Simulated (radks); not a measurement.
Q: Species: the iridium ion Ir2+. Configuration: [Xe] 4f14 5d7. Method: Dirac Kohn-Sham, PBE, spin-unpolarised, spherical densities, point nucleus; open shells fill j = l - 1/2 first; computed with a radial shooting solver on a logarithmic mesh with Libxc functionals. Some entries of the table are withheld. Estimate them.

| orbital | occ. | eigenvalue (eV) | <1/r> (bohr^-1) | <r^2> (bohr^2) |
|---|---|---|---|---|
| 1s1/2 | 2 | -76038.63 | 92.26 | 0.0004193 |
| 2s1/2 | 2 | -13305.62 | 22.58 | 0.006358 |
| 2p1/2 | 2 | -12744.77 | 22.53 | 0.004517 |
| 2p3/2 | 4 | -11116.95 | 18.59 | 0.005710 |
| 3s1/2 | 2 | -3125.067 | 8.288 | 0.04137 |
| 3p1/2 | 2 | -2874.189 | (1) | 0.03783 |
| 3p3/2 | 4 | -2517.759 | (2) | 0.04431 |
| 3d3/2 | 4 | -2099.627 | 7.071 | 0.03413 |
| 3d5/2 | 6 | -2022.620 | 6.835 | 0.03590 |
| 4s1/2 | 2 | -680.2938 | 3.496 | (3) |
| 4p1/2 | 2 | -574.4927 | 3.385 | 0.2074 |
| 4p3/2 | 4 | -490.1961 | 3.030 | 0.2411 |
| 4d3/2 | 4 | (4) | 2.822 | 0.2578 |
| 4d5/2 | 6 | (5) | 2.739 | 0.2701 |
| 5s1/2 | 2 | -115.1454 | 1.391 | 1.077 |
| 5p1/2 | 2 | -81.9953 | 1.262 | 1.284 |
| 4f5/2 | 6 | (6) | 2.333 | 0.3462 |
| 4f7/2 | 8 | (7) | 2.300 | 0.3566 |
| 5p3/2 | 4 | -68.4496 | 1.134 | 1.534 |
| 5d3/2 | 4 | -25.0353 | 0.8184 | 2.985 |
| 5d5/2 | 3 | -23.7256 | 0.7888 | 3.199 |

A: 
(1) 3p1/2 <1/r> (bohr^-1): 8.198
(2) 3p3/2 <1/r> (bohr^-1): 7.175
(3) 4s1/2 <r^2> (bohr^2): 0.2023
(4) 4d3/2 eigenvalue (eV): -316.9768
(5) 4d5/2 eigenvalue (eV): -301.3320
(6) 4f5/2 eigenvalue (eV): -81.0803
(7) 4f7/2 eigenvalue (eV): -77.9616
